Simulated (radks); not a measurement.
The numbers below are computed, except where a source is named.
All-electron atom: Eu I in [Xe] 4f7 6s2 (the NIST ground configuration).

Level of theory: scalar-relativistic Kohn-Sham, PBE, spin-unpolarised, spherical densities, finite nucleus; Fermi nuclear charge, rms radius 5.1115 fm (a radial shooting solver on a logarithmic mesh with Libxc functionals).

Energy parts (hartree):
| part | energy |
|---|---|
| total | -10843.2977 |
| kinetic | 11615.1602 |
| electron-nucleus | -26428.5731 |
| Hartree | 4212.0995 |
| exchange-correlation | -241.9842 |

Orbitals (lengths in bohr, moments of r in powers of bohr; r(max) is where P^2 peaks):
| orbital | occ. | eigenvalue (hartree) | r(max) | <r^4> |
|---|---|---|---|---|
| 1s | 2 | -1777.300 | 0.01420 | 1.225e-06 |
| 2s | 2 | -291.8650 | 0.08055 | 0.0001961 |
| 2p | 6 | -260.0616 | 0.06513 | 0.0001459 |
| 3s | 2 | -64.22654 | 0.2289 | 0.007642 |
| 3p | 6 | -54.32658 | 0.2244 | 0.008001 |
| 3d | 10 | -41.08653 | 0.1838 | 0.006421 |
| 4s | 2 | -12.75005 | 0.5273 | 0.1902 |
| 4p | 6 | -9.49331 | 0.5504 | 0.2500 |
| 4d | 10 | -4.95493 | 0.5731 | 0.4033 |
| 4f | 7 | -0.09995 | 0.5923 | 7.670 |
| 5s | 2 | -1.64116 | 1.233 | 6.887 |
| 5p | 6 | -0.87376 | 1.404 | 14.53 |
| 5d | 0 | -0.05727 | 2.153 | 498.5 |
| 6s | 2 | -0.13315 | 3.623 | 683.9 |
| 6p | 0 | -0.04398 | 4.908 | 2979 |

The highest occupied level is 4f at -2.720 eV. The density falls to 0.001 e/bohr^3 at r = 5.25 bohr. Summed over all electrons, <r^2> = 82.74 bohr^2, which gives a Langevin (diamagnetic) susceptibility term of -65.5 x 10^-6 cm^3/mol. The electron density at the nucleus is 6.057e+05 e/bohr^3 (large components only). For comparison, the ionisation energy in NIST's Atomic Spectra Database is 5.670 eV (measured). In exact Kohn-Sham theory the highest level is minus the ionisation energy, but local and semilocal functionals leave it too shallow, through self-interaction and a potential that decays too fast; potentials with the right tail come closer.

Beside tabulated values, note that spin-unpolarised runs miss the spin-polarisation part of the exchange energy of open shells.
